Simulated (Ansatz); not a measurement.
**Cost against result**

Saddle point of SiNH7F2, singlet (SiH₃F ([F][SiH3]) + NH₃ + HF → SiNH₅ ([NH2][SiH3]) + HF + HF; bonds formed: Si1–N7, F2–H8, H6–F9; bonds broken: Si1–F2, H6–N7, H8–F9), PBE0-D4/def2-TZVP structure:

Si1  (-0.850, -0.706, -0.453)
F2  (0.630, 0.709, -1.504)
H3  (0.126, -1.645, -1.026)
H4  (-1.800, -1.558, 0.335)
H5  (-1.707, 0.130, -1.309)
H6  (0.978, 0.436, 0.760)
N7  (-0.128, 0.239, 0.958)
H8  (1.455, 0.762, -0.831)
F9  (2.128, 0.718, 0.196)
H10  (-0.562, 1.155, 1.034)
H11  (-0.269, -0.242, 1.840)
(Å)

Barriers are electronic and count from the start structure reached by relaxing down the imaginary mode.

Program: Ansatz 0.2.0. Basis: as named in each row. Cores are frozen in the correlated methods. B3LYP uses VWN-RPA correlation. Extrapolation: Hartree–Fock as exp(−7.88 √X), correlation as X^−2.97.

Times are rough, for one single point on 4 threads of a shared host (AMD EPYC 9R14).

The estimate by CCSD(T) at an estimated basis limit (MP2 extrapolated from triple and quadruple zeta, plus CCSD(T) − MP2 in triple zeta) is 19.82 kcal/mol.

```tsv
method	basis	time (s)	barrier (kcal/mol)	method less estimate
HF	STO-3G	under 1	36.07	16.25
PBE-D4	STO-3G	under 1	-15.16	-34.98
SPW92	def2-SVP	under 1	-0.26	-20.08
B3LYP-D4	6-31G	under 1	2.66	-17.16
PBE-D4	def2-SVP	under 1	9.69	-10.14
PBE0-D4	def2-SVP	under 1	13.07	-6.76
SPW92	def2-TZVPP	under 1	2.06	-17.76
PBE-D4	def2-TZVPP	1	11.87	-7.95
BLYP-D4	def2-TZVPP	1	15.58	-4.25
B3LYP-D4	def2-TZVPP	1	17.70	-2.13
BHLYP-D4	def2-TZVPP	1	21.65	1.83
PBE0-D4	def2-TZVPP	2	15.26	-4.57
wB97M-V	def2-SVP	2	16.16	-3.66
r2SCAN-D4	def2-TZVPP	2	14.70	-5.13
CAM-B3LYP-D4	def2-TZVPP	2	16.76	-3.07
r2SCAN0-D4	def2-TZVPP	2	16.99	-2.83
CCSD(T)	def2-SVP	2	20.62	0.79
PBE-QIDH	def2-TZVPP	3	17.73	-2.09
B2PLYP	def2-TZVPP	3	18.90	-0.92
RPA on PBE	def2-TZVPP	3	19.97	0.14
wB97X-V	def2-TZVPP	4	17.82	-2.01
B97M-V	def2-TZVPP	4	21.44	1.61
wB97M-V	def2-TZVPP	4	18.37	-1.45
MP2	def2-QZVPP	10	18.66	-1.17
CCSD(T)	def2-TZVPP	61	19.96	0.14
```

All methods are single points on the PBE0-D4 structures; a negative value means that the method puts the saddle structure below the start.

T1 diagnostic: at most 0.011.

Labels in which every atom is bracketed show which atoms are joined, not bond orders.
